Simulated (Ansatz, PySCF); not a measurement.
InF, SMILES [F][In] (connectivity only; charge and spin as stated), neutral, multiplicity 1. Atoms are numbered in the order given.

```xyz
2

In     0.0000     0.0000    -0.3086
F      0.0000     0.0000     1.7023
```

The structure is a stationary point at B3LYP-D3(BJ)/def2-TZVP. The def2 effective core potentials stand for the cores of In; spin–orbit coupling is left out.

Two levels are set side by side: PBE-D3(BJ)/def2-TZVP (Ansatz, a program for electronic structure) and B3LYP-D3(BJ)/def2-TZVP (Ansatz). Each level has its own optimised geometry; the coordinates shown are those of the second. Frequencies come from the Hessian of PySCF at each geometry. Differences are taken from unrounded values.

```json
[
 {"quantity": "bond In1–F2 (Å)", "B3LYP-D3(BJ)": "2.011"},
 {"quantity": "highest harmonic wavenumber (cm⁻¹)", "B3LYP-D3(BJ)": "515"},
 {"quantity": "mean harmonic wavenumber (cm⁻¹)", "B3LYP-D3(BJ)": "515"},
 {"quantity": "zero-point energy (kcal/mol)", "B3LYP-D3(BJ)": "0.74"}
]
```

Problem. What does PBE-D3(BJ) give, and how far is it from B3LYP-D3(BJ)? (The exact figures need the calculation; the answer reports its results.)

Solution. 
```csv
quantity,PBE-D3(BJ),PBE-D3(BJ) minus B3LYP-D3(BJ)
bond In1–F2 (Å),2.020,0.009
highest harmonic wavenumber (cm⁻¹),503,-12
mean harmonic wavenumber (cm⁻¹),503,-12
zero-point energy (kcal/mol),0.72,-0.02
```
